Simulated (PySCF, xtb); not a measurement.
AlH₂Br, SMILES [AlH2][Br].

GFN2-xTB in xtb at its own geometry gives an orbital gap of 5.13 eV and a dipole moment of 3.15 D.

Geometry optimised at B3LYP-D3(BJ)/def2-TZVP.

Problem. What does B3LYP/def2-TZVPD (PySCF) give? (An estimate is asked for; the answer gives what the named calculation found.)

Solution. gap 6.07 eV (levels -8.05 and -1.98 eV), dipole 1.28 D.
